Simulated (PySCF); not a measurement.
H5Si2, SMILES [SiH2][SiH3] (connectivity only; charge and spin as stated), charge +1, multiplicity 1.

Geometry optimised at r2SCAN-D4/def2-TZVP. The spin state was assumed, not searched. The isomer is the one that the SMILES or the coordinates give; other isomers of the formula were not compared.

Two levels are set side by side: PBE/def2-TZVPD (PySCF) and ωB97X/def2-TZVPD (PySCF). Same geometry, gas phase. Differences are taken from unrounded values.

| quantity | ωB97X |
|---|---|
| orbital gap (eV) | 9.80 |
| highest occupied level (eV) | -16.97 |
| lowest empty level (eV) | -7.17 |
| mean polarisability (bohr³) | 49.8 |

### Question
What does PBE give, and how far is it from ωB97X? (Estimate from the structure and the level; the computed values follow.)

### Answer

```tsv
quantity	PBE	PBE minus ωB97X
orbital gap (eV)	3.25	-6.55
highest occupied level (eV)	-13.53	3.44
lowest empty level (eV)	-10.28	-3.11
mean polarisability (bohr³)	53.0	3.2
```

PBE's occupied levels lie high since its potential decays too fast outside the molecule; exact exchange lowers them and widens the gap. Loosely held outer electrons make PBE densities more polarisable. Differences between two approximate levels are no errors against the true value.

Rough cost on one machine, each run with all the roots and properties that it gave: ωB97X against PBE within a factor of 2.
